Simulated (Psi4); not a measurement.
Cl₂Sn, triplet, at a GFN2-xTB geometry (such geometries of metal compounds can be far from the true shape) (the spin is typed, not shown lowest) (all electrons, no relativity).

The Psi4 input:
```
memory 2 GB

molecule {
0 3
  Sn    0.00993257   -0.00944619    0.58952790
  Cl    1.24741626    1.57493270   -0.86320274
  Cl   -1.27662969   -1.54714980   -0.87070284
}

set basis sto-3g
set reference uks
set scf_type pk

energy('pbe0')
print_variables()
```

**Question.** What does this run give for the total energy, dipole moment?

**Answer.** 
```
Item                    Result
-------------  ---------------
total energy   -6875.183853 Ha
dipole moment           4.20 D
```

These values belong to the state on which the SCF converged, which isn't shown to be the lowest.
